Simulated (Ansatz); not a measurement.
B₂F₄, charge +1, doublet, geometry from GFN2-xTB (a state made from the parent by changing its charge; the spin is typed, not shown lowest). Base run: B3LYP/STO-3G (Ansatz, a quantum-chemistry and plane-wave program).

Ansatz was given this input:
Ansatz 0.2 input:
```yaml
crystal:
  periodic: [false, false, false]
  atoms:
    - {symbol: F, position_ang: [-1.52670840, -0.94712670, 0.67178794]}
    - {symbol: B, position_ang: [-0.97967904, -0.05670706, -0.04923512]}
    - {symbol: F, position_ang: [-1.55074709, 0.76899342, -0.82644972]}
    - {symbol: B, position_ang: [0.97967904, 0.05670706, 0.04923512]}
    - {symbol: F, position_ang: [1.62568913, -0.73110385, -0.70838448]}
    - {symbol: F, position_ang: [1.45176636, 0.90923713, 0.86304626]}
basis:
  gaussian:
    orbitals: STO-3G
hamiltonian:
  xc: b3lyp
total_charge: 1
magnetization: {spin_polarized: true, initial_magnetization: 1}
```

Each row names what was changed in the base input (with any setting that the change needs).

```
change                                    E (Eh)  SCF-reference <S^2>
------------------------------------  ----------  -------------------
base                                  -442.57129                0.751
functional = B2GP-PLYP                -441.96043                0.756
functional = B2PLYP                   -442.09311                0.755
functional = PBE0-DH                  -442.11476                0.754
functional = wB97X-V                  -442.49697                0.753
functional = BHLYP                    -442.46020                0.755
functional = SVWN5                    -439.48705                0.750
functional = blyp                     -442.47885                0.750
functional = wB97M-V                  -442.62362                0.752
functional = b3lyp5                   -442.40048                0.751
functional = PBE-QIDH                 -441.88078                0.756
functional = blyp; dispersion = d3bj  -442.48478                0.750
functional = wB97X                    -442.53818                0.753
```

Absolute energies of different levels of theory aren't comparable as measures of quality.
